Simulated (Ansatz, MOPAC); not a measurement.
Spectroscopic constants of InTe, multiplicity 2 (lowest of 2S+1 = 2, 4 at PBE0/def2-TZVPP; our sources give no spin for the ground state, which may be another). No spin–orbit coupling.

The constants come from a fifth-degree fit in 1/R (seven points, main isotopes). In def2 and cc sets the state is the lowest found near the PBE0 minimum, followed along R.

Programs: Ansatz (Gaussian basis) for Hartree–Fock, density functionals and correlated methods; MOPAC for AM1 (differences of heats of formation). Each number belongs to the level named beside it. In def2 rows elements past Kr take small-core potentials, without spin–orbit coupling.

| level | r_e (Å) | ω_e (cm⁻¹) | ω_e x_e (cm⁻¹) | α_e (cm⁻¹) | dipole (D) |
|---|---|---|---|---|---|
| AM1 | 2.734 | 194 | 0.47 | 2.9e-5 | - |
| SVWN5/def2-TZVPP | 2.556 | 212 | 0.58 | 0.00014 | 2.99 |
| PBE/def2-TZVPP | 2.614 | 194 | 0.58 | 0.00014 | 3.27 |
| r2SCAN/def2-TZVPP | 2.583 | 204 | 0.60 | 0.00015 | 3.36 |
| B3LYP/def2-TZVPP | 2.632 | 186 | 0.57 | 0.00015 | 3.56 |
| PBE0/def2-TZVPP | 2.592 | 200 | 0.60 | 0.00015 | 3.59 |
| BHLYP/def2-TZVPP | 2.617 | 189 | 0.56 | 0.00015 | 3.90 |
| CAM-B3LYP/def2-TZVPP | 2.605 | 191 | 0.56 | 0.00015 | 3.73 |
| wB97X-V/def2-TZVPP | 2.592 | 195 | 0.56 | 0.00015 | 3.90 |
| wB97M-V/def2-TZVPP | 2.596 | 194 | 0.57 | 0.00015 | 3.76 |
| B2PLYP/def2-TZVPP | 2.602 | 197 | 0.62 | 0.00015 | - |
| CCSD/def2-TZVPP | 2.599 | 197 | 0.58 | 0.00015 | - |
| CCSD(T)/def2-TZVPP | 2.591 | 203 | 0.61 | 0.00015 | - |

Correlated levels freeze the inner cores; with def2 sets outer-core shells near the valence are correlated too. The state that AM1 reach isn't checked.

Doubts at one or more of the structures used: a spin-contaminated determinant (AM1).

Ansatz is a first-principles code.
